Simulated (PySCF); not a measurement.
In(Br)(Me)(OEt) (C3H8BrInO), SMILES CC[O][In]([CH3])[Br].

The structure is a stationary point at PBE-D3(BJ)/def2-SVP. The def2 effective core potentials stand for the cores of In; spin–orbit coupling is left out. One conformer was computed; it need not be the lowest.

All values below come from IEF-PCM-M06-2X/def2-SVP in PySCF.

The values are the electrostatic part of the solvation free energy, E(continuum) − E(gas) at the gas-phase geometry, in a cavity of scaled van der Waals radii (PySCF's table); cavitation and dispersion terms are not included. A continuum can't describe solvent molecules that bind to the metal. In vacuum the orbital gap is 8.09 eV. The dipole moment in vacuum is 4.20 D.

Computed values in water (ε = 78.36), tetrahydrofuran (ε = 7.43), toluene (ε = 2.37):
| solvent | ε | ΔG(elec) (kcal/mol) | dipole (D) | gap (eV) |
|---|---|---|---|---|
| water | 78.36 | -10.0 | 5.66 | 8.49 |
| tetrahydrofuran | 7.43 | -7.9 | 5.36 | 8.43 |
| toluene | 2.37 | -4.4 | 4.84 | 8.28 |
